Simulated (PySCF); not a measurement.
Correlation energy of Pt⁺ (platinum, charge +1)

[Xe] 4f14 5d8 6s1, high-spin 4F determinant (an excited configuration). Computed with PySCF 2.14 in aug-cc-pVDZ-PP with ECP60MDF (5s5p4d2f, 54 functions), with scalar relativity through the core potential. Frozen: 5s2 5p6; 9 electrons correlated.

```
  level  correlation energy (mhartree)
   CCSD                        -197.72
    (T)                          -3.95
CCSD(T)                        -201.67
```

Diagnostics: T1 = 0.0080, D1 = 0.0223, largest double amplitude 0.016.

Q: Is a single reference adequate?

A: Yes, within this model without spin-orbit coupling: T1 lies below 0.03 and no double amplitude reaches 0.07.
